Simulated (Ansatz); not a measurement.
Saddle point of SiAsNH8O, closed shell (SiNH₅O ([NH2][SiH2][OH]) + AsH₃ → SiAsH₅O ([OH][SiH2][AsH2]) + NH₃; bonds formed: Si1–As7, N2–H6; bonds broken: Si1–N2, H6–As7), PBE0-D4/def2-TZVP structure:

| atom | x (Å) | y (Å) | z (Å) |
| --- | --- | --- | --- |
| Si1 | -0.4892 | -1.1725 | 0.0887 |
| N2 | 0.3429 | 0.0374 | 1.2520 |
| H3 | 0.5517 | -1.6782 | -0.8215 |
| H4 | -0.8134 | -2.2434 | 1.0670 |
| O5 | -1.9560 | -0.6634 | -0.3931 |
| H6 | 0.6117 | 0.7634 | 0.5101 |
| As7 | 0.3551 | 1.2922 | -1.7141 |
| H8 | -0.3108 | 0.4475 | 1.9168 |
| H9 | 1.1475 | -0.3321 | 1.7571 |
| H10 | -1.8591 | 0.0437 | -1.0494 |
| H11 | 1.8324 | 0.9205 | -1.6808 |
| H12 | 0.5873 | 2.5850 | -0.9330 |

Energies are electronic, without zero-point energy. Barriers and step energies count from the start structure reached by relaxing down the imaginary mode; all methods use the PBE0-D4 structures, on which another method's saddle can fall below an end. Program: Ansatz 0.2.0. Basis: def2-TZVPP, with def2-QZVPP for the basis limit. Cores are frozen in the correlated methods. Filled d shells of the heavier atoms are correlated. The def2 sets are not built for correlating such inner shells, so the correlated values are less sure here. B3LYP uses VWN-RPA correlation. Extrapolation: Hartree–Fock as exp(−7.88 √X), correlation as X^−2.97.

```tsv
method	barrier (kJ/mol)	step energy (kJ/mol)
SPW92	95.1	25.4
PBE-D4	116.4	22.8
BLYP-D4	135.6	34.8
r2SCAN-D4	131.2	32.1
B97M-V	153.5	39.5
PBE0-D4	?	27.2
B3LYP-D4	143.3	37.9
r2SCAN0-D4	135.8	33.7
BHLYP-D4	155.6	42.8
CAM-B3LYP-D4	?	44.6
wB97X-V	150.4	36.9
wB97M-V	141.8	35.6
B2PLYP	?	40.3
PBE-QIDH	137.8	32.9
RPA on PBE	157.9	38.5
HF	189.5	57.1
MP2	144.2	36.6
CCSD	158.0	40.3
CCSD(T)	149.9	37.2
```

**Question.** Fill in the withheld barriers. (An estimate is asked for; the value comes from the calculation.)

**Answer.** Computed: CAM-B3LYP-D4 152.0; PBE0-D4 126.9; B2PLYP 148.8 kJ/mol. Each is the energy of the saddle less that of the start structure, by the same method.

For comparison, the barrier by CCSD(T) at an estimated basis limit (MP2 extrapolated from triple and quadruple zeta, plus CCSD(T) − MP2 in triple zeta) is 141.5 kJ/mol.

The T1 diagnostic stays at or below 0.013.

Labels in which every atom is bracketed show which atoms are joined, not bond orders.

For scale, one of the runs: CCSD(T)/def2-TZVPP, 264 basis functions, launched by `ansatz run in.yaml --threads 8 --pin off --events-out ev --progress --plain --max-ram 19148MiB`. Hardware: 8 CPU threads of an Arm Neoverse V2, shared host. Wall time 2.6 min; peak host memory 6.5 GiB.
